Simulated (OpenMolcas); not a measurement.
Pt3+ (d7) among equal point charges was computed by CASSCF with the d shell active (OpenMolcas, ANO-RCC-VDZP on the metal). Its lowest spin-free states, and all those of the highest spin:

```csv
2S+1,Degeneracy,E (cm-1)
4,1,0.0
4,2,645.2
4,1,2746
4,2,6878
4,1,8381
2,1,10533
2,2,12384
2,1,13564
2,1,14838
2,2,15661
2,1,16682
4,2,16788
4,1,28104
```

Task: Is the site octahedral, tetrahedral or cube-like, axial, or of lower symmetry?

Result: The states with 2S+1 = 4 have orbital degeneracies 1, 2, 1, 2, 1, 2, 1. There are pairs but no triples, so the site is axial: not cubic, but with a proper or improper axis of order three or more. The run had Pt3+ among 5 point charges of -2 e arranged as a square pyramid (C4v), 2.31 Å from the ion, with the axial distance 2.656 Å.

Spin-orbit coupling mixes the spin-free states strongly: the lowest level takes only 48 % from its leading state, 2S+1 = 4. Without dynamic correlation the repulsion within the d shell is too large (B by tens of per cent), so at a given field states of lower spin stand too high. This shell can be high or low spin here, a state of another spin lies low, and with metal d orbitals alone active their balance is uncertain, so the ground spin may be wrong. Point charges give a weaker field than real ligands, and real ions of this kind are as a rule low spin; the high spin found here belongs to the model. This is an electrostatic model: the charges have no orbitals. An unlabelled pair can be two single states that coincide in this model. No measured value stands beside these numbers.
